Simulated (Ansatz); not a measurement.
C3H6O2Si can be A, `C=C=C(O)[SiH2]O`, or B, `C=COC(=O)[SiH3]`.

Program: Ansatz. Geometries: PBE0-D4/def2-TZVP. ΔE: electronic, gas phase. CCSD(T)/CBS adds triple-zeta CCSD(T) − MP2 to the extrapolated MP2 energy (def2 sets, frozen cores). DFT in def2-TZVPP. B3LYP here is the variant with VWN-RPA as its local correlation; programs differ in this. Each species was taken in one conformer, which may not be the lowest.

**Question.** Which isomer does CCSD(T)/CBS put lower? Give the gap. (Best estimate.)

**Answer.** Computed: A, by 12.9 kcal/mol.

**Question.** Give E(B) − E(A) in kcal/mol with PBE0-D4, r2SCAN-D4, ωB97M-V, HF/def2-TZVPP, MP2/def2-TZVPP, B2PLYP, B3LYP-D4. (Best estimate.)

**Answer.** Computed: PBE0-D4 10.0, r2SCAN-D4 10.0, ωB97M-V 10.9, HF/def2-TZVPP 8.7, MP2/def2-TZVPP 13.1, B2PLYP 10.4, B3LYP-D4 10.3. None reverses the order clearly.

Largest T1 diagnostic: 0.016.

In def2-TZVPP, CCSD(T) changes the Hartree–Fock value by +2.1 kcal/mol (the triples alone add −0.7 kcal/mol) and MP2 by +4.4 kcal/mol. From PBE to PBE0 (25 % exact exchange), in def2-TZVPP and without D4, E(B) − E(A) moves by +1.8 kcal/mol.
